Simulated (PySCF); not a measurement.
C2H4NO, SMILES [CH2]C(N)=O, multiplicity 2. The structure is a stationary point at PBE-D3(BJ)/def2-SVP. The isomer is the one that the SMILES or the coordinates give; other isomers of the formula were not compared. Other conformers were not sampled.

**Question.** Give the equilibrium geometry at PBE-D3(BJ)/def2-SVP (PySCF confirms it by a frequency run) as Cartesian coordinates in Å. (An estimate is asked for; the answer gives what the named calculation found.)

**Answer.** Several could match; the one computed here: 
```xyz
8

C      1.1183    -0.7753     0.3923
C      0.0337     0.1250    -0.0025
N     -1.1739    -0.4798    -0.2939
O      0.1869     1.3510    -0.0753
H      2.0887    -0.3176     0.6269
H      1.0040    -1.8687     0.4616
H     -1.9551     0.1210    -0.5550
H     -1.3282    -1.4826    -0.2132
```
Charge 0, spin multiplicity 2.
